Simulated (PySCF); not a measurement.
Chromium: a sound run and one with changed settings

Sound run: Cr²⁺ [Ar] 3d4, Cr³⁺ [Ar] 3d3. All numbers are calculated (PySCF 2.14, the spin-free X2C one-electron Hamiltonian (Gaussian nucleus), in aug-cc-pVDZ-DK (7s6p4d2f, 59 functions)). In the sound run the correlated levels freeze [Ar]. The sound run starts from symmetry-adapted Hartree-Fock orbitals and uses a fine grid where one is needed.

Changed run: basis STO-3G, all-electron and non-relativistic. This setting is unsound on purpose.

| species | method | sound run (hartree) | changed run (hartree) | converged |
| --- | --- | --- | --- | --- |
| Cr²⁺ | UHF | -1048.87917 | -1031.74017 | yes |
| Cr²⁺ | M06-L | -1049.85102 | -1032.56965 | yes |
| Cr²⁺ | M06-2X | -1049.90260 | -1032.55847 | yes |
| Cr²⁺ | MP2 | -1048.91110 | -1031.74029 | yes |
| Cr³⁺ | UHF | -1047.77963 | -1030.80503 | yes |
| Cr³⁺ | M06-L | -1048.71163 | -1031.59990 | yes |
| Cr³⁺ | M06-2X | -1048.75180 | -1031.58551 | yes |
| Cr³⁺ | MP2 | -1047.79066 | -1030.80506 | yes |

Ionisation energy of Cr²⁺:

| method | sound run (eV) | changed run (eV) |
| --- | --- | --- |
| UHF | 29.920 | 25.446 |
| M06-L | 31.004 | 26.388 |
| M06-2X | 31.315 | 26.476 |
| MP2 | 30.489 | 25.449 |
| SCS-MP2 | 30.110 | 25.447 |

A minimal basis cannot let orbitals breathe on ionisation and holds almost no correlation. The Hamiltonian changed with the basis, so the totals do not compare.

For comparison, NIST gives 30.959 ± 0.025 eV between the lowest levels.
